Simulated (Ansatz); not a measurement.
Z-matrix (Å, degrees):
```
C
N 1 1.442
H 1 1.099 2 112.8
H 1 1.099 2 112.8 3 -121.7
H 1 1.093 2 110.0 3 119.2
In 2 2.018 1 128.2 3 -118.8
H 2 1.008 1 112.5 3 61.0
C 6 2.144 2 115.2 1 179.7
H 6 1.718 2 113.0 1 -0.2
H 8 1.090 6 110.4 2 5.5
H 8 1.091 6 110.5 2 126.1
H 8 1.091 6 110.1 2 -114.7
```

Charge 0, multiplicity 1. In: def2 effective core potential.

(1) List the r2SCAN/def2-TZVPP orbital energies in eV (the Gaussian-basis code of Ansatz). (Estimate.)

## Answers

(1) Computed: Occupied: -384.47, -273.27, -272.67, -124.82, -81.55, -81.25, -81.22, -22.17, -19.05, -18.79, -18.67, -18.66, -18.64, -17.22, -16.32, -11.71, -10.56, -10.26, -9.96, -9.90, -9.22, -7.26, -6.76, -5.11. Lowest empty: -1.17, -0.34, 0.60, 1.72, 2.03, 2.29, 2.39, 3.10.
